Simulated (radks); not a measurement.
Question: The scandium ion Sc9+ is in [Ne] 3s2. All-electron calculation, scalar-relativistic Kohn-Sham, PBEsol, spin-polarised, spherical densities, finite nucleus; Fermi nuclear charge, rms radius of each element as measured or else 0.836 A^(1/3) + 0.57 fm. Program: a radial shooting solver on a logarithmic mesh with Libxc functionals. Open shells are filled with parallel spins first. One electron is removed from 2s, 1s, 2p, 3s in turn, with full relaxation. Which removal costs least, and what does each cost?

Answer: 3s 224.90 eV; 2p 619.08 eV; 2s 699.45 eV; 1s 4713.3 eV. The 3s electron leaves first.
